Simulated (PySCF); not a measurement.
Computed IR spectrum (relative IR intensity) of a molecule C2H4Cl2Si. The structure is a stationary point at PBE0-D3(BJ)/def2-SVP. Other conformers were not sampled. These are PBE0-D3(BJ)/def2-SVP in PySCF values and carry that method's errors. Frequencies are harmonic and unscaled.

```tsv
ν (cm⁻¹)	relative intensity
493	5.6
572	18
599	7.2
695	18
699	6.5
732	22
815	12
863	100
947	27
1139	2.2
1306	3.8
1668	38
2258	17
2262	31
```

Which structure fits?
(A) C=C(Cl)[SiH2]Cl
(B) [SiH3]C=C(Cl)Cl
(C) Cl/C=C\[SiH2]Cl
(D) C=C[SiH](Cl)Cl

C, Cl/C=C\[SiH2]Cl
